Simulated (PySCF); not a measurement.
# Computed properties of Fe(CO)5 (C5FeO5), SMILES [Fe](<-[C-]#[O+])(<-[C-]#[O+])(<-[C-]#[O+])(<-[C-]#[O+])<-[C-]#[O+], multiplicity 1

C5FeO5, SMILES [O+]#[C-]->[Fe](<-[C-]#[O+])(<-[C-]#[O+])(<-[C-]#[O+])<-[C-]#[O+], multiplicity 1. Geometry: PBE0-D3(BJ)/def2-SVP. The multiplicity is an assumed one; other spin states were not compared. The isomer is the one that the SMILES or the coordinates give; other isomers of the formula were not compared. Other conformers were not sampled. All values are computed for the isolated molecule unless a solvent is named; none is compared with measurement here.

**Structure.** The optimised structure has D3h symmetry. All 27 harmonic modes at PBE0-D3(BJ)/def2-SVP (PySCF) are real, so it is a minimum. With heavy atoms numbered as in [Fe:1](<-[C-:3]#[O+:2])(<-[C-:5]#[O+:4])(<-[C-:7]#[O+:6])(<-[C-:9]#[O+:8])<-[C-:11]#[O+:10], the shortest bond between them is O4–C5 at 1.139 Å and the longest Fe1–C7 at 1.798 Å.

**Vibrations.** The strongest infrared lines (harmonic, unscaled, degenerate partners summed) lie at 2146 cm⁻¹ (2544 km/mol, C 59 %, O 41 %), 2171 cm⁻¹ (1490 km/mol, C 59 %, O 41 %), 690 cm⁻¹ (329 km/mol, C 55 %, Fe 36 %, O 9 %). The softest mode is at 50 cm⁻¹ and the zero-point energy is 27.5 kcal/mol.

**Electronic structure.** PBE0/def2-SVP (PySCF) places the frontier levels at -7.21 and -1.11 eV, a gap of 6.10 eV, and gives a dipole moment of 0.00 D and a mean polarisability of 86.3 bohr³.

**Excitations.** TDA-B3LYP/def2-SVPD (PySCF) has S1 at 3.86 eV (321 nm, f = 0.000, dark); the most intense of the 6 singlets computed lies at 4.22 eV (f = 0.05). Strengths of degenerate partners are summed. T1 (TDA) is at 3.54 eV, 0.32 eV under S1. No vertical singlet excitation falls in the visible range (under 3.1 eV).

**NMR.** GIAO shifts at B3LYP/pcSseg-1 (PySCF) (non-relativistic, atoms alike by connectivity averaged): ¹³C at 235.6 ppm against TMS.
